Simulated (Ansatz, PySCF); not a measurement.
Species: CH$_{3}$BF, charge 0, doublet. CH3BF (SMILES C[B]F, doublet).
B3LYP-D3(BJ)/def2-TZVP minimum from Ansatz (a first-principles code):
```
C
H 1 1.0889
H 1 1.0950 2 109.89
H 1 1.0974 2 107.07 3 116.55
B 1 1.5578 2 113.05 4 117.92
F 5 1.3151 1 123.07 2 154.99
```
Charge 0, spin multiplicity 2.

Atomisation energy term by term, kcal/mol (programs: Ansatz). UHF or UKS for unpaired electrons; spin-orbit terms are left out. Cores are frozen in correlated methods. Rows without X2C or -DK are non-relativistic. CBS(X,Y): correlation extrapolated as X^-3, Hartree-Fock from the larger set. A bracket is a step between two methods taken in the basis named. 'core' is core correlation in cc-pwCVTZ, 'X2C' scalar relativity in cc-pVTZ-DK, both at CCSD(T). For partners of very few electrons the exact lower level stands in for a higher one.

```
term                                                                   basis  kcal/mol
-----------------------  ---------------------------------------------------  --------
Hartree-Fock                                                         cc-pVQZ    423.36
CCSD correlation                                        CBS(cc-pVTZ,cc-pVQZ)    109.77
(T)                                                     CBS(cc-pVTZ,cc-pVQZ)      7.37
CCSDT(Q) - CCSD(T)                                                   cc-pVDZ      0.40
core correlation                                                   cc-pwCVTZ      2.27
scalar relativity                                            X2C, cc-pVTZ-DK     -0.44
minus zero-point energy  harmonic, PySCF's Hessian at B3LYP-D3(BJ)/def2-TZVP    -25.31
sum: D0                                                                          517.4
```
